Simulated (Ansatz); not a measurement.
H8Si8, SMILES `[SiH]12[SiH]3[SiH]4[SiH]1[SiH]1[SiH]2[SiH]3[SiH]41`. Total charge 0; spin multiplicity 1.

Z-matrix (Å, degrees):
```
Si
Si 1 2.374
Si 1 2.374 2 90.0
Si 1 2.374 2 90.0 3 90.0
H 1 1.491 2 125.3 3 -135.0
Si 2 2.374 1 90.0 3 -0.0
Si 2 2.374 1 90.0 3 -90.0
H 2 1.491 1 125.3 3 135.0
Si 3 2.374 1 90.0 2 90.0
H 3 1.491 1 125.3 2 -135.0
H 4 1.491 1 125.3 2 135.0
Si 6 2.374 2 90.0 1 -90.0
H 6 1.491 2 125.3 1 135.0
H 7 1.491 2 125.3 1 -135.0
H 9 1.491 3 125.3 1 135.0
H 12 1.491 6 125.3 2 -135.0
```

(1) Give the diagnostics of a CCSD(T)/def2-TZVPP run (frozen core, Ansatz). (Estimate.)

## Answers

(1) The calculation gave: T1 = 0.0176, largest single amplitude 0.050, largest double 0.021, (T) share of the correlation energy 5.7 %, 9 CCSD cycles. The RHF solution is stable towards an unrestricted one. T1 lies under the customary mark of 0.02 for closed shells.
